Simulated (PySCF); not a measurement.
**Spinor energies of Ca (calcium, neutral)**

Start: [Ar] 4s1 4p1; 4s1/2 filled at m_j = +1/2; 4p3/2 filled at m_j = +3/2. Calculated with PySCF 2.14 in x2c-SVPall-2c with one added diffuse shell of s type (6s5p2d, 31 functions): generalised Hartree-Fock with the X2C-1e Hamiltonian and a Gaussian nucleus; one run each with spin-orbit coupling (SO) switched off, then screened by Boettger's factors. This is a chosen level, not necessarily the ground level.

```tsv
spinor shell	electrons	ε, spin-free (eV)	ε, screened SO (eV)	weight of nominal j (screened SO)	rms radius, screened SO (bohr)
1s1/2	2	-4082.9	-4082.8	1.000	0.0889
2s1/2	2	-460.95	-460.94	1.000	0.393
2p1/2	2	-370.65	-373.21	1.000	0.361
2p3/2	4	-370.65	-369.38	1.000	0.363
3s1/2	2	-61.139	-61.137	1.000	1.24
3p1/2	2	-36.140	-36.408	0.911	1.38
3p3/2	4	-36.140	-36.005	0.956	1.38
4s1/2	1	-6.618	-6.617	0.996	4.32
4p3/2	1	-3.604	-3.593	1.000	4.23
```

```
   quantity   spin-free  screened SO
E (hartree)  -679.47369   -679.47577
        M_J           2            2
       ⟨J²⟩       6.027        6.027
       ⟨L²⟩       2.027        2.027
       ⟨S²⟩       2.000        2.000
```

Each row is a mean over spinors that exchange with the open shell spreads, by up to 0.524 eV (3p3/2).

Without spin-orbit coupling the j labels of p, d and f shells carry no meaning; the spin-free column gives the mean over the occupied spinors of each nl shell.
